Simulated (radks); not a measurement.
Results of a calculation; reference values are marked as such.
Question: Ionisation of Bi+, [Hg] 6p2, to Bi2+, [Hg] 6p1, under several functionals. Dirac Kohn-Sham, spin-unpolarised, spherical densities, finite nucleus; open shells fill j = l - 1/2 first; a radial shooting solver on a logarithmic mesh with Libxc functionals. The NIST Atomic Spectra Database gives 16.703 eV (measured). Rank these functionals by the error of their Delta-SCF ionisation energy: AM05; PBE; XLYP; PW91; PBEsol; BP86.

Answer: From best to worst: PBEsol 16.713 eV (+0.010); AM05 16.673 eV (-0.030); PW91 16.740 eV (+0.037); PBE 16.656 eV (-0.047); XLYP 16.648 eV (-0.055); BP86 16.831 eV (+0.128). Spin polarisation and multiplet splitting are left out, so open shells lie too high by an amount that depends on their filling.

Beside tabulated values, note that spin-unpolarised runs miss the spin-polarisation part of the exchange energy of open shells.
